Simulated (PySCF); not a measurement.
Species: C2H9BNOSi (charge -1).
SMILES: `C=C[B@H-](N)O[SiH3]`

A PySCF run (density fitting, gas phase, GFN2-xTB geometry) gave HOMO -2.58 eV, LUMO 3.13 eV and E = -534.887 Eh.

Question: Which of these levels was it?
A. PBE0/pcSseg-1
B. PBE0/def2-SVPD
C. WP04/pcseg-1
D. wB97X-D/pcSseg-1

Answer: C. It is WP04/pcseg-1. All candidates on this geometry:

```csv
level and settings,kind,basis functions,SCF cycles,E (Eh),HOMO (eV),LUMO (eV)
"WP04/pcseg-1, fitting basis def2-qzvpp-jkfit",global hybrid fitted to proton shifts,133,11,-534.8865,-2.58,3.13
PBE0/def2-SVPD,global hybrid,199,14,-525.3901,-1.94,4.08
PBE0/pcSseg-1,global hybrid,154,14,-525.6010,-1.68,4.98
"wB97X-D/pcSseg-1, start guess vsap",range-separated hybrid,154,14,-525.9280,-3.61,6.78
```

The nearest other candidate, by the summed differences of HOMO and LUMO, is PBE0/def2-SVPD: its HOMO differs by +0.64 eV and its LUMO by +0.95 eV. wB97X-D ran without the empirical dispersion term, which would shift the total energy alone. Cycle counts include a coarse-grid stage where the run had one. WP04 was designed for NMR shieldings or shifts; total energies of different functionals aren't comparable.

Conformer computed: `[CH2:1]=[CH:2][B@H-:3]([NH2:4])[O:5][SiH3:6]`: C1–C2–B3–N4 -104°, C2–B3–O5–Si6 -106°, H–N4–B3–C2 -174°, H–N4–B3–C2 -58°.
